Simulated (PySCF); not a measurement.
**How methods differ on the excitation energy of Pb**

Pb [Xe] 4f14 5d10 6s2 6p2 (3P) → Pb [Xe] 4f14 5d10 6s1 6p3, s spin flipped, as a difference of total energies. All numbers are calculated (PySCF 2.14, scalar relativity by spin-free X2C-1e, in ANO-RCC-VTZP (8s7p5d3f2g, 93 functions)). Correlated levels: valence: [Xe] 4f14 5d10 frozen. The calculations carry no spin-orbit coupling.

| method | excitation energy (eV) |
| --- | --- |
| UHF | 9.922 |
| MP2 (valence) | 9.158 |
| SCS-MP2 (valence) | 9.100 |

Task: How much does correlation contribute at MP2 (valence)?

Result: 9.158 − (9.922) = -0.764 eV, measured against UHF.

Spin-orbit coupling is strong in these open shells (close to jj coupling). The scalar numbers leave it out and a first-order estimate fails, so it can dominate the gap to the real levels.

The upper determinant mixes two multiplicities, so it lies between the two terms.

The upper state lies above the first ionisation limit, where it may autoionise and the basis confines it.

The coupled-cluster amplitudes are large for the upper state (T1 above 0.03 or a double amplitude above 0.15), so a single reference is strained.
